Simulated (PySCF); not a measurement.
SMILES C[C](C)[Te]C(C)C (C6H13Te), doublet, GFN2-xTB optimised geometry.

```
20

C      2.04    -0.13     0.97
C      1.28    -0.98     0.00
C      1.96    -2.22    -0.46
Te    -0.82    -0.98     0.00
C     -1.03     1.22     0.00
C     -0.32     1.81    -1.20
C     -2.51     1.56     0.00
H      3.01     0.13     0.54
H      1.51     0.78     1.22
H      2.24    -0.68     1.90
H      1.36    -2.76    -1.19
H      2.17    -2.90     0.38
H      2.92    -1.97    -0.91
H     -0.58     1.59     0.92
H      0.73     1.52    -1.21
H     -0.78     1.47    -2.12
H     -0.37     2.90    -1.17
H     -2.65     2.64     0.03
H     -2.99     1.18    -0.90
H     -3.01     1.13     0.87
```

Density from unrestricted CAM-B3LYP/def2-SVP, def2 effective core potentials past Kr run with PySCF at that geometry. The core electrons that the potentials of Te replace are not part of the density.

Minimum of the electron density along straight lines between bonded atoms, close to the bond critical point (lines longer than 1.1 times the sum of covalent radii, or with two minima, are not listed):

```
bond    length / Å  ρ at the minimum / e bohr⁻³  ∇²ρ there / e bohr⁻⁵  position (fraction from the first atom)
------  ----------  ---------------------------  --------------------  ---------------------------------------
C1–C2        1.492                        0.258                 -0.60                                     0.50
C2–C3        1.492                        0.259                 -0.60                                     0.51
C2–Te4       2.097                        0.120                  0.05                                     0.50
Te4–C5       2.201                        0.105                  0.00                                     0.51
C5–C6        1.515                        0.251                 -0.59                                     0.51
C5–C7        1.516                        0.250                 -0.58                                     0.51
C1–H8        1.092                        0.273                 -1.00                                     0.63
C1–H9        1.087                        0.278                 -1.03                                     0.63
C1–H10       1.096                        0.270                 -0.97                                     0.63
C3–H11       1.088                        0.278                 -1.04                                     0.63
C3–H12       1.095                        0.270                 -0.98                                     0.63
C3–H13       1.092                        0.273                 -1.00                                     0.63
C5–H14       1.091                        0.280                 -1.04                                     0.63
C6–H15       1.088                        0.278                 -1.04                                     0.63
C6–H16       1.088                        0.277                 -1.03                                     0.63
C6–H17       1.090                        0.274                 -1.00                                     0.63
C7–H18       1.090                        0.275                 -1.01                                     0.63
C7–H19       1.088                        0.277                 -1.03                                     0.63
C7–H20       1.088                        0.277                 -1.03                                     0.63
```
